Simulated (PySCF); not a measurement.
Cost of one run: geometry optimisation, `[SiH3][BiH2]`.

Method: PBE0-D3(BJ)/def2-SVP geometry optimisation, gas phase, def2 core potentials past Kr (PySCF 2.14.0). Work: geometry optimisation from a GFN2-xTB start shaken at random, density fitting. The input is one job of a driver script: a line of settings, then coordinates in Å.

Input:
```
{"job": {"xc": "PBE0", "basis": "def2-SVP", "d3": "d3bj", "grid": 1, "maxiter": 30, "shake": 0.01, "kind": "geom"}, "charge": 0, "multiplicity": 1}
Si    -0.903110    -0.091110    -0.057190
Bi     1.546290    -0.203980    -0.846810
H     -1.721260     0.846540    -0.906570
H     -1.069660     0.382540     1.309290
H     -1.594260    -1.370030    -0.176100
H      1.826350     1.390270    -0.081310
H      1.949600    -0.983330     0.708760
```

Hardware: one thread of an Arm Neoverse V1, no GPU, shared host. PySCF's memory limit was set to 2320 MB.

**Question.** How large is the basis?

**Answer.** 69 functions.

**Question.** Estimate the wall time.

**Answer.** About 7.9 s. The run took 4 energy-and-gradient evaluations and 24 SCF cycles, 2.0 s an evaluation on average.

**Question.** How much memory does it need at the peak?

**Answer.** About 0.32 GiB. Peak memory is the resident size of the whole Python process, interpreter and libraries included.

The output:
```
step   0  E = -506.88518035  max force = 0.017420
step   1  E = -506.88842591  max force = 0.001774
step   2  E = -506.88850470  max force = 0.001065
step   3  E = -506.88851642  max force = 0.000302
optimisation converged
```

Energies in Eh; «max force» is the largest Cartesian gradient component in Eh/bohr.

Other jobs ran on the host; a repeat could differ by tens of per cent or more.

The run converged: final energy -506.88852 Eh after 3 steps; dipole 0.88 D.
